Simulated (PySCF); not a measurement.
Identify the compound

The spectra below were simulated for a compound C5H10Si.

1H NMR (400 MHz, computed): δ 6.93 (m, 1H), 6.74 (d, 1H), 5.57 (m, 1H), 5.52 (m, 1H), 4.21 (s, 3H), 2.05 (s, 3H).

13C{1H} NMR (computed): δ 151.3 (CH), 139.7 (CH), 139.4 (C), 126.6 (CH2), 18.0 (CH3).

PySCF 2.14.0 with density-fitted response routines calculation with structure optimised with GFN2-xTB and NMR shieldings at PBE0/pcSseg-1/GIAO; one computed conformer, relativity neglected, one averaged value for each set of equivalent atoms, no solvent model.

Shifts are taken against calculated references (same method and geometry level): TMS for 1H (σref 31.72), 13C (σref 186.93).

Which of these isomers gave the spectra?
A. C=CC[SiH]1CC1
B. C=CC(=C)C[SiH3]
C. C=C[SiH2]C(=C)C
D. C=C/C=C(\C)[SiH3]

Answers

D. 

Rings plus π bonds: 2 (no ring in the answer). 5 carbon signals for 5 carbons: no two carbons are equivalent. Carbon types of the structure: 1 × C, 2 × CH, 1 × CH2, 1 × CH3, leaving 3 H on heteroatoms. δC 151.3, 139.7: alkene CH; as expected for a trigonal carbon in a double bond. δC 139.4: fully substituted alkene carbon; the olefinic region. δC 126.6: terminal =CH2 carbon; an sp2 carbon of a C=C bond. δH 5.57, 5.52: hydrogen on a terminal =CH2 carbon; olefinic region. δH 2.05: hydrogen on an allylic methyl carbon; allylic position.

The others: C=C[SiH2]C(=C)C would give 7 signals for carbon-bound and other non-exchanging H, not 6; C=CC(=C)C[SiH3] would give 7 signals for carbon-bound and other non-exchanging H, not 6; C=CC[SiH]1CC1 would give 4 carbon signals, not 5.

Shifts are as computed. Against solution values, carbons near 30 ppm lie about +3 ppm off and those near 130 ppm about +5 ppm. Of 1211 compounds with measured shifts, 218 miss one by over three times the rms of a fit or turn the order of signals round; such compounds aren't used in these exercises. No couplings were computed; multiplicities are counted from neighbouring protons, with m where these are inequivalent, close in shift, in a saturated or five-membered ring or joined by F or P, and br s for small geminal =CH2 splittings.
